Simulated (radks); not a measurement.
Problem. Ne VI, configuration [He] 2s2 2p1. Calculated with a radial shooting solver on a logarithmic mesh with Libxc functionals: Dirac Kohn-Sham, PBE, spin-unpolarised, spherical densities, finite nucleus; open shells fill j = l - 1/2 first; Fermi nuclear charge, rms radius 3.0055 fm. Some entries of the table are withheld. Estimate them.

| orbital | occ. | eigenvalue (Ry) | <1/r> (bohr^-1) |
|---|---|---|---|
| 1s1/2 | 2 | (1) | 9.651 |
| 2s1/2 | 2 | (2) | (3) |
| 2p1/2 | 1 | -10.33282 | (4) |
| 2p3/2 | 0 | -10.31816 | (5) |

Solution. 
(1) 1s1/2 eigenvalue (Ry): -73.12164
(2) 2s1/2 eigenvalue (Ry): -11.81650
(3) 2s1/2 <1/r> (bohr^-1): 1.995
(4) 2p1/2 <1/r> (bohr^-1): 1.919
(5) 2p3/2 <1/r> (bohr^-1): 1.915
